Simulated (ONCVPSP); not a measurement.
**Which change was made? (W, ONCV)**

- Element: W
- Generator: ONCVPSP 4.0.1
- Type: optimised norm-conserving Vanderbilt (ONCV)
- Functional: PBE
- Relativity: scalar-relativistic
- Frozen core: [Kr] 4d10 4f14
- Valence charge: 14
- Reference configuration: 5s2 5p6 5d4 6s2
- Partial waves: 5s+6s: rc 1.90 bohr, ncon 4, nbas 8, qcut 5.4 1/bohr, 3 projectors, debl 2.6 Ha; 5p: rc 1.40 bohr, ncon 4, nbas 8, qcut 7 1/bohr, 1 projector; 5d: rc 2.40 bohr, ncon 4, nbas 9, qcut 5.2 1/bohr, 2 projectors, debl 0.8 Ha
- Local potential: polynomial inside 1.20 bohr (lpopt 5, dvloc0 0 Ha)
- Core correction: Teter function, fcfact 4.75, rcfact 1.45

Cutoffs, loose and tight: the cutoffs (Ha) at which the residual kinetic energy of the hardest occupied pseudo-wave falls to 1 and 0.1 mHa per electron. They do not see the model core or the augmentation charge, which bear on the density cutoff. Test errors are all-electron minus pseudo excitation energies from the reference, over the configurations 5s2 5p6 5d4 6s1; 5s2 5p6 5d4 6s0; 5s2 5p6 5d3 6s0; 5s2 5p6 5d3 6s2 6p1; variants that change the core or the reference have their own tests. The largest error is taken over the tests solved by every variant that gives reliable tests at all, those not shown here included: 5s2 5p6 5d3 6s0; 5s2 5p6 5d3 6s2 6p1; 5s2 5p6 5d4 6s0.

The base gives: outcome: generated; cutoff, loose: 24 Ha; cutoff, tight: 92 Ha; bound ghosts: none; GHOST(+) flags above zero: s; largest test error (meV): +69.

(1) After one change the result is: outcome: generated; cutoff, loose: 24 Ha; cutoff, tight: 92 Ha; bound ghosts: none; GHOST(+) flags above zero: s, d; largest test error (meV): +104. Which change was it?
A. p: rc 2
B. s: qcut 6.5; p: qcut 8.4; d: qcut 6.3
C. local potential polynomial inside 0.95 bohr (lpopt 3, dvloc0 -1 Ha)

Answers

(1) C. The others give: p: rc 2 → outcome: generated; cutoff, loose: 11 Ha; cutoff, tight: 16 Ha; bound ghosts: none; GHOST(+) flags above zero: s; largest test error (meV): +171 | s: qcut 6.5; p: qcut 8.4; d: qcut 6.3 → outcome: generated; cutoff, loose: 28 Ha; cutoff, tight: 34 Ha; bound ghosts: d; GHOST(+) flags above zero: s; largest test error (meV): +48.
